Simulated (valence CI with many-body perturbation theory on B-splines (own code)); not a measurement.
# E1 line list for Ru XII

Computed by configuration interaction combined with many-body perturbation theory (CI+MBPT): five valence electrons over a frozen Dirac-Fock core [Ar] 3d10, radial functions for each j: 9 s, 9 p, 8 d, 6 f, 3 g, 1 h, with the one-electron correlation potential Σ1 (screened to all orders), the two-electron term Σ2, the three-electron term Σ3, Breit, model QED; selected single and double excitations, second order for the rest, scaled by the run's own slope (own B-spline code, finite nucleus).

No measured spectrum was set against this ion. As an estimate, levels hold to about 250 cm⁻¹ or 0.2 % of their energy and the worst to 1 %, as in measured heavy ions of charge 2 to 7; those with d or f electrons hold less well. Among the levels kept, up to 630 cm⁻¹ of a level comes from second order outside the variational space, and about a tenth of that is noise between levels of different J, which matters for small intervals.

Lines 1 to 50 of 179 in falling wavelength, among levels below 659180 cm⁻¹, chosen from the strongest by gf and those to the six lowest levels. Wavelengths and rates use the calculated energies, so an error of 800 cm⁻¹ moves a line at 88.49 nm by 0.71 % and its rate by three times that or more. Electric multipoles are in the length gauge, E1 and E2 with the static RPA response of the core. Weak lines are less certain than strong ones. Lines between different terms over intervals too small for the method are left out, as are lines whose strength nearly cancels. The highest levels of a list are the least certain.

Names give the largest LS component (configuration and term), which can be under half, so a name can repeat, a term be missing and a line seem to break the LS rules; names also repeat where a configuration has a term twice. Letters in brackets count levels of one name in rising energy.

```csv
λ vac (nm),Upper,Lower,A (s⁻¹),log gf,Branch %
88.49,4p5 2P°_3/2,4s2.4p2.4d 2P_1/2 [a],4.68e+06,-2.66,0.0
73.99,4p5 2P°_1/2,4s2.4p2.4d 4P_1/2,1.92e+07,-2.50,0.1
73.39,4p5 2P°_3/2,4s2.4p2.4d 2P_3/2 [a],5.11e+07,-1.78,0.3
71.44,4s.4p3.4d 6D°_5/2,4s2.4p2.4d 4P_3/2,9.40e+06,-2.36,1.8
68.77,4s.4p3.4d 6D°_7/2,4s2.4p2.4d 4P_5/2,1.92e+07,-1.96,7.1
68.62,4p5 2P°_1/2,4s2.4p2.4d 2P_1/2 [a],2.18e+07,-2.51,0.2
60.90,4p5 2P°_3/2,4s2.4p2.4d 4D_3/2,1.57e+07,-2.46,0.1
59.18,4p5 2P°_1/2,4s2.4p2.4d 2P_3/2 [a],3.00e+07,-2.50,0.2
57.47,4s.4p4 4P_5/2,4s2.4p3 2P°_3/2,6.44e+06,-2.72,0.2
55.54,4s.4p3.4d 6D°_3/2,4s2.4p2.4d 4D_5/2,1.13e+07,-2.68,1.7
55.31,4s.4p3.4d 6D°_5/2,4s2.4p2.4d 4D_5/2,1.12e+07,-2.51,2.1
53.45,4s.4p3.4d 6D°_7/2,4s2.4p2.4d 4F_9/2,7.23e+06,-2.61,2.7
52.70,4s.4p3.4d 6D°_9/2,4s2.4p2.4d 4F_9/2,6.88e+07,-1.54,51.7
52.44,4s.4p3.4d 6D°_1/2,4s2.4p2.4d 4D_3/2,3.66e+07,-2.52,6.8
52.24,4s.4p3.4d 6D°_3/2,4s2.4p2.4d 4D_3/2,3.72e+07,-2.22,5.7
52.20,4s.4p3.4d 6D°_5/2,4s2.4p2.4d 2F_7/2 [a],1.18e+07,-2.54,2.2
51.97,4s.4p3.4d 6D°_1/2,4s2.4p2.4d 4D_1/2,4.17e+07,-2.47,7.7
51.90,4s.4p3.4d 6D°_7/2,4s2.4p2.4d 2F_7/2 [a],1.34e+07,-2.36,5.0
51.46,4p5 2P°_3/2,4s2.4p2.4d 4F_3/2,2.50e+07,-2.40,0.2
51.31,4s.4p4 4P_3/2,4s2.4p3 2P°_3/2,7.89e+07,-1.90,2.0
51.19,4s.4p3.4d 6D°_9/2,4s2.4p2.4d 2F_7/2 [a],1.33e+07,-2.28,10.0
50.78,4p5 2P°_1/2,4s2.4p2.4d 4D_3/2,2.59e+07,-2.70,0.2
50.34,4p5 2P°_1/2,4s2.4p2.4d 4D_1/2,8.85e+07,-2.17,0.6
50.19,4s.4p3.4d 6D°_3/2,4s2.4p2.4d 2F_5/2 [a],1.53e+07,-2.64,2.3
50.19,4p5 2P°_3/2,4s.4p4 2P_1/2,1.02e+08,-1.81,0.7
50.18,4s.4p3.4d 6D°_7/2,4s2.4p2.4d 4F_7/2,5.69e+07,-1.77,21.0
50.01,4s.4p3.4d 6D°_5/2,4s2.4p2.4d 2F_5/2 [a],2.43e+07,-2.26,4.6
49.95,4s.4p4 4P_1/2,4s2.4p3 2P°_3/2,2.59e+07,-2.71,0.6
49.51,4s.4p3.4d 6D°_9/2,4s2.4p2.4d 4F_7/2,4.74e+07,-1.76,35.6
46.90,4s.4p3.4d 6D°_5/2,4s2.4p2.4d 4F_5/2,2.62e+07,-2.29,5.0
46.65,4s.4p3.4d 6D°_7/2,4s2.4p2.4d 4F_5/2,2.54e+07,-2.18,9.4
45.82,4s.4p4 4P_3/2,4s2.4p3 2P°_1/2,2.83e+06,-3.45,0.1
45.56,4s.4p4 4P_5/2,4s2.4p3 2D°_5/2,1.88e+08,-1.45,6.4
44.74,4s.4p4 4P_1/2,4s2.4p3 2P°_1/2,2.13e+08,-1.89,4.8
44.30,4s.4p3.4d 6D°_1/2,4s.4p4 2P_1/2,4.15e+07,-2.61,7.7
43.25,4s.4p4 4P_5/2,4s2.4p3 2D°_3/2,3.85e+08,-1.19,13.1
43.24,4p5 2P°_3/2,4s.4p4 2P_3/2,3.34e+09,-0.43,22.7
43.11,4p5 2P°_1/2,4s.4p4 2P_1/2,3.31e+09,-0.73,23.0
42.55,4s.4p4 2D_3/2,4s2.4p3 2P°_3/2,5.16e+07,-2.25,0.6
42.17,4p5 2P°_3/2,4s.4p4 2S_1/2,1.20e+09,-0.89,8.1
41.60,4s.4p4 4P_3/2,4s2.4p3 2D°_5/2,9.38e+07,-2.01,2.4
41.19,4s.4p4 2D_5/2,4s2.4p3 2P°_3/2,1.14e+09,-0.76,18.0
39.66,4s.4p4 4P_3/2,4s2.4p3 2D°_3/2,3.77e+06,-3.45,0.1
38.85,4s.4p4 4P_1/2,4s2.4p3 2D°_3/2,1.38e+08,-2.20,3.1
38.71,4s.4p4 2D_3/2,4s2.4p3 2P°_1/2,3.76e+08,-1.47,4.4
37.94,4s.4p4 4P_5/2,4s2.4p3 4S°_3/2,2.36e+09,-0.51,80.3
37.88,4p5 2P°_1/2,4s.4p4 2P_3/2,4.64e+09,-0.70,32.3
37.06,4p5 2P°_1/2,4s.4p4 2S_1/2,7.27e+08,-1.52,5.1
36.73,4p5 2P°_3/2,4s.4p4 2D_5/2,6.34e+09,-0.29,43.0
35.98,4s.4p4 2S_1/2,4s2.4p3 2P°_3/2,6.55e+05,-4.59,0.0
```

How does gf follow from A for the line at 57.47 nm?

gf = 1.4992 × (2J+1)_upper × A / σ², with σ = 174018 cm⁻¹ and 2J+1 = 6: gf = 0.00191.
